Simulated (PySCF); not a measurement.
PySCF job for Si(F)3(Et) (C₂H₅F₃Si), SMILES CC[Si](F)(F)F, SMD-ωB97X/def2-SVP. Geometry: B3LYP-D3(BJ)/def2-SVP. One conformer was computed; it need not be the lowest.

```python
import numpy as np
from pyscf import gto, scf, dft
from pyscf.solvent import smd

mol = gto.M(
    atom='''
    C    -2.34571257    0.19831405    0.41748257
    C    -1.22789811   -0.82322440    0.15133163
    Si    0.42666557   -0.04265625   -0.07645200
    F     0.43638479    0.97607571   -1.32331551
    F     1.58456538   -1.12715364   -0.34276540
    F     0.86404190    0.80915258    1.21806590
    H    -2.14255304    0.78275708    1.32836936
    H    -2.44328122    0.90883670   -0.41814198
    H    -3.31772396   -0.30092817    0.54868146
    H    -1.14752616   -1.54608446    0.98186154
    H    -1.44549794   -1.42060340   -0.75119228
    ''',
    basis='def2-SVP',
    charge=0,
    spin=0,
    max_memory=1600,
    verbose=3,
)
mf = dft.RKS(mol, xc='wb97x').density_fit(auxbasis='def2-universal-jkfit')
mf.grids.level = 3
mf.conv_tol = 1e-9
mf.max_cycle = 100
mf.kernel()
res = {}
for name in ['water', 'chloroform', 'methanol']:
    s = mf.SMD()
    s.with_solvent.solvent, s.with_solvent.sasa_ng = name, 194
    s.kernel(mf.make_rdm1())
    res[name] = (s.e_tot, s.with_solvent.get_cds(), s.dip_moment(), s.mo_energy, s.converged)
    print(f'SMD {name}: dG(solv) = {(s.e_tot - mf.e_tot) * 627.509474:.3f} kcal/mol, of which CDS {res[name][1] * 627.509474:.3f}')
```

Output:

```
converged SCF energy = -667.974989337699
converged SCF energy = -667.975536555661
Dipole moment(X, Y, Z, Debye): -2.82353, -1.33369,  0.38756
SMD water: dG(solv) = -0.343 kcal/mol, of which CDS 3.941
converged SCF energy = -667.980996960347
Dipole moment(X, Y, Z, Debye): -2.73032, -1.24907,  0.37801
SMD chloroform: dG(solv) = -3.770 kcal/mol, of which CDS -0.645
converged SCF energy = -667.981478145071
Dipole moment(X, Y, Z, Debye): -2.81478, -1.32498,  0.38671
SMD methanol: dG(solv) = -4.072 kcal/mol, of which CDS 0.099
```

The run converged.

Cost: about 50 core-seconds (a rough figure).
